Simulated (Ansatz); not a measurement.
`CCCCCCCCCCCC[SeH]`. The state is a triplet with charge 0. Geometry PBE-D4/def2-SVP, that of the neutral singlet; atoms count from 1.

```tsv
atom	x (Å)	y (Å)	z (Å)
C1	-0.968	-4.317	5.206
C2	-1.594	-3.832	3.898
C3	-0.879	-2.623	3.287
C4	-1.502	-2.129	1.979
C5	-0.794	-0.916	1.369
C6	-1.433	-0.428	0.065
C7	-0.797	0.829	-0.544
C8	0.647	0.645	-1.030
C9	1.266	1.890	-1.682
C10	0.632	2.290	-3.020
C11	1.221	3.559	-3.659
C12	2.676	3.411	-4.099
Se13	3.450	5.035	-4.919
H14	0.091	-4.616	5.061
H15	-0.980	-3.519	5.979
H16	-1.508	-5.192	5.623
H17	-1.602	-4.663	3.156
H18	-2.664	-3.575	4.067
H19	0.191	-2.877	3.114
H20	-0.869	-1.790	4.027
H21	-1.509	-2.961	1.238
H22	-2.574	-1.880	2.153
H23	-0.789	-0.082	2.108
H24	0.276	-1.170	1.199
H25	-1.408	-1.251	-0.685
H26	-2.512	-0.230	0.252
H27	-0.825	1.656	0.204
H28	-1.432	1.169	-1.390
H29	0.683	-0.203	-1.751
H30	1.286	0.338	-0.175
H31	2.353	1.708	-1.827
H32	1.198	2.749	-0.975
H33	-0.458	2.451	-2.881
H34	0.721	1.440	-3.735
H35	0.607	3.838	-4.543
H36	1.139	4.413	-2.952
H37	2.805	2.568	-4.809
H38	3.349	3.217	-3.240
H39	2.506	5.048	-6.067
```

Single mean-field runs in def2-TZVP are fitted with def2-universal-jkfit. At PBE0-D4/def2-TZVP a singlet of charge 0 lies 4.40 eV below the triplet at the same geometry.

(1) Estimate the Mulliken populations of the heavy atoms from the PBE0/def2-TZVP orbitals of Ansatz.

(2) Where does the spin sit?

(3) And the Mayer bond orders between bonded heavy atoms (over 0.3)?

Answers

(1) 
```
atom  charge (e)  spin (α − β)
  C1       -0.36          0.00
  C2       -0.16          0.00
  C3       -0.21          0.00
  C4       -0.19          0.00
  C5       -0.24          0.00
  C6       -0.15          0.00
  C7       -0.20          0.00
  C8       -0.21          0.00
  C9       -0.18         -0.01
 C10       -0.24          0.02
 C11       -0.16         -0.01
 C12       -0.11         -0.05
Se13        0.01          1.54
```
Mulliken values and Mayer orders depend strongly on the basis.

(2) Summed by element: C -0.05, Se 1.54, H 0.51, of 2 unpaired in all. Largest on single atoms: Se13 1.54, H39 0.29, H37 0.08.

(3) C1–C2 1.01 (1.53 Å); C2–C3 1.02 (1.53 Å); C3–C4 1.03 (1.53 Å); C4–C5 1.04 (1.53 Å); C5–C6 1.02 (1.53 Å); C6–C7 1.01 (1.53 Å); C7–C8 1.02 (1.53 Å); C8–C9 1.01 (1.54 Å); C9–C10 1.02 (1.53 Å); C10–C11 1.00 (1.54 Å); C11–C12 0.97 (1.53 Å); C12–Se13 0.55 (1.98 Å).
